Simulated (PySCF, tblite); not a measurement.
Isomers of C8H13OP. Calculated harmonic vibrations of the isolated species, GFN2-xTB (tblite), most abundant isotopes, no scaling. This tight-binding method is rough: wavenumbers can miss measured ones by several per cent, in bad cases by 10 to 20. Modes of hydrogen on phosphorus can be 10 to 20 % off. One conformer each.

Electronic energies: PBE0/pcSseg-1 single points on the GFN2-xTB geometries (PySCF, gas phase).

```csv
SMILES,"electronic energy, lowest = 0 (kJ/mol)"
CC[P@]1(=O)C=C[C@@H](C)C=C1,20.1
CCc1cc(OC)[pH]c1C,112.3
C=C(C)[P@@]1(=O)CC=C(C)C1,0.0
```

Task: How do GFN2-xTB zero-point energies change the relative energies?

Result: 
```tsv
SMILES	ZPE (kJ/mol)	of it from modes above 1550 cm⁻¹	electronic (kJ/mol)	with ZPE, lowest = 0 (kJ/mol)	lowest mode (cm⁻¹)	rings
C=C(C)[P@@]1(=O)CC=C(C)C1	493.0	254.7	0.0	0.0	44	1
CC[P@]1(=O)C=C[C@@H](C)C=C1	496.6	254.2	20.1	23.7	40	1
CCc1cc(OC)[pH]c1C	490.8	238.5	112.3	110.1	38	1
```

The zero-point energies span 5.8 kJ/mol, from `CCc1cc(OC)[pH]c1C` to `CC[P@]1(=O)C=C[C@@H](C)C=C1`. The order is unchanged.

Task: And how do the electronic energies of GFN2-xTB itself compare?

Result: `C=C(C)[P@@]1(=O)CC=C(C)C1` 0.0; `CC[P@]1(=O)C=C[C@@H](C)C=C1` 19.5; `CCc1cc(OC)[pH]c1C` 124.2 kJ/mol, lowest = 0. Against the energies above, taken from the same isomer `C=C(C)[P@@]1(=O)CC=C(C)C1`, the largest difference is 11.9 kJ/mol.

Task: What do entropy and thermal enthalpy add at 298.15 K and 1 bar (rigid rotor, harmonic oscillator, one conformer each)?

Result: 
| SMILES | point group | symmetry number | S (J/(mol K)) | H − H(0) (kJ/mol) | ZPE + H − H(0) − TS (kJ/mol) |
| --- | --- | --- | --- | --- | --- |
| C=C(C)[P@@]1(=O)CC=C(C)C1 | C1 | 1 | 446.4 | 33.72 | 393.7 |
| CC[P@]1(=O)C=C[C@@H](C)C=C1 | C1 | 1 | 437.9 | 32.55 | 398.6 |
| CCc1cc(OC)[pH]c1C | C1 | 1 | 458.0 | 34.70 | 389.0 |
